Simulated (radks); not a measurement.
Values are calculated unless marked as measured or tabulated.
Task: Radial electron density D(r) = 4 pi r^2 rho(r) of an atom or ion with 59 electrons. Code: a radial shooting solver on a logarithmic mesh with Libxc functionals. Model: Dirac Kohn-Sham, OLYP, spin-unpolarised, spherical densities, finite nucleus; Fermi nuclear charge, rms radius of each element as measured or else 0.836 A^(1/3) + 0.57 fm.

| r (bohr) | D(r) (e/bohr) |
|---|---|
| 0.001451 | 6.732 |
| 0.001676 | 8.465 |
| 0.001935 | 10.60 |
| 0.002235 | 13.20 |
| 0.002581 | 16.35 |
| 0.002981 | 20.12 |
| 0.003443 | 24.56 |
| 0.004008 | 30.03 |
| 0.004629 | 35.95 |
| 0.005345 | 42.53 |
| 0.006173 | 49.64 |
| 0.00713 | 57.06 |
| 0.008234 | 64.43 |
| 0.009509 | 71.32 |
| 0.01107 | 77.48 |
| 0.01278 | 81.71 |
| 0.01476 | 83.93 |
| 0.01705 | 83.96 |
| 0.01969 | 82.00 |
| 0.02274 | 78.81 |
| 0.02627 | 75.64 |
| 0.03058 | 74.07 |
| 0.03531 | 75.78 |
| 0.04078 | 81.31 |
| 0.0471 | 89.99 |
| 0.05439 | 99.58 |
| 0.06282 | 106.8 |
| 0.07255 | 108.5 |
| 0.08446 | 103.2 |
| 0.09754 | 93.56 |
| 0.1126 | 84.56 |
| 0.1301 | 81.23 |
| 0.1502 | 85.18 |
| 0.1735 | 92.44 |
| 0.2004 | 95.36 |
| 0.2333 | 87.13 |
| 0.2694 | 69.62 |
| 0.3111 | 50.73 |
| 0.3593 | 39.49 |
| 0.415 | 38.68 |
| 0.4793 | 43.17 |
| 0.5535 | 45.05 |
| 0.6444 | 39.92 |
| 0.7442 | 30.48 |
| 0.8594 | 21.27 |
| 0.9925 | 15.17 |
| 1.146 | 12.04 |
| 1.324 | 10.14 |
| 1.529 | 8.100 |
| 1.78 | 5.528 |
| 2.055 | 3.216 |
| 2.374 | 1.550 |
| 2.741 | 0.6232 |
| 3.166 | 0.2078 |
| 3.656 | 0.05496 |
| 4.223 | 0.01084 |
| 4.916 | 0.001374 |
| 5.677 | 0.0001373 |

What is the nuclear charge?

Result: Z = 62. The innermost maximum, from 1s, lies near gamma/Z bohr with gamma = sqrt(1 - (Z/c)^2) = 0.892, here 0.0144 bohr (found: 0.0159), and its height grows with Z. The density is that of the samarium ion Sm3+ in [Xe] 4f5; the configuration itself is not fixed sharply by these data, and Z only to a few units. D(r) has 4 maxima, at r = 0.0159, 0.0703, 0.196, 0.540 bohr, and minima at 0.0306, 0.129, 0.389 bohr, inside which lie 2.01, 11.19, 29.20 electrons.
